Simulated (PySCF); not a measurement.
# A survey of 19F NMR shifts

PySCF 2.14 calculation with σ from GIAO-PBE0/pcSseg-1 and GFN2-xTB structure; no solvent, rapidly exchanging positions averaged, non-relativistic Hamiltonian, single conformer.

Shieldings were converted by a linear fit to measured shifts: 19F: δ = 146.13 − 0.903σ +14.6 on sp3 carbon (rms 6.0 ppm, 223 shifts, 7.0 ppm with the 5 outliers that the fit left out vs CFCl3, solution or neat liquid). A few per cent of atoms miss by over 2 rms, more outside the fitted compound classes.

**Question.** Give the 19F shifts of `FC(F)(F)[C@@H]1CO1`, `Cc1oc(C(F)(F)F)cp1`, `C#C[Si@@H](NCC)C(F)(F)F`, `Cc1c(F)c1=O`, `Cc1c(F)c1=O`, `O=CO[C@@H]1CC(F)(F)OCO1`.

**Answer.** 
```
                                                                compound                      environment  δ (ppm)
                                                      FC(F)(F)[C@@H]1CO1     fluorine of a CF3 group (×3)    -76.2
                                                      Cc1oc(C(F)(F)F)cp1     fluorine of a CF3 group (×3)    -64.5
                                                 C#C[Si@@H](NCC)C(F)(F)F     fluorine of a CF3 group (×3)    -62.7
                                                             Cc1c(F)c1=O  fluorine on an unsaturated ring    -78.1
                                                             Cc1c(F)c1=O  fluorine on an unsaturated ring    -78.1
[O:1]=[CH:2][O:3][C@@H:4]1[CH2:5][C:6]([F:7])([F:8])[O:9][CH2:10][O:11]1      F8: fluorine of a CF2 group    -65.8
[O:1]=[CH:2][O:3][C@@H:4]1[CH2:5][C:6]([F:7])([F:8])[O:9][CH2:10][O:11]1      F7: fluorine of a CF2 group    -71.8
```
